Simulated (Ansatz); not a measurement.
System: Si2O2, charge 0, multiplicity 1. 
Geometry from a B3LYP-D3(BJ)/def2-TZVP (Ansatz, a first-principles code) optimisation:
SMILES: o1[si]2o[si]1=2
```xyz
4

Si     1.2294     0.0012    -0.0314
Si    -1.2294    -0.0012     0.0314
O     -0.0018     1.1724    -0.0287
O      0.0018    -1.1724     0.0287
```
Charge 0, spin multiplicity 1.

Computed values are from Ansatz. Valence correlation only, unless marked. UHF or UKS for open shells. Spin-orbit coupling is left out. Non-relativistic. CBS(X,Y): correlation extrapolated as X^-3; Hartree-Fock from the larger set.

```json
{
  "atomisation energy De": "439.1 kcal/mol at CCSD(T)/CBS(cc-pV(T+d)Z,cc-pV(Q+d)Z)",
  "total_energy": "-728.5865 Eh at CCSD(T)/CBS(cc-pV(T+d)Z,cc-pV(Q+d)Z)",
  "dipole_moment": "0.00 D at CCSD(T)/aug-cc-pV(D+d)Z",
  "T1 diagnostic": "0.017 at CCSD/cc-pV(Q+d)Z"
}
```

The Hartree-Fock reference is unstable (checked in the largest basis), which strains HF and MP2.
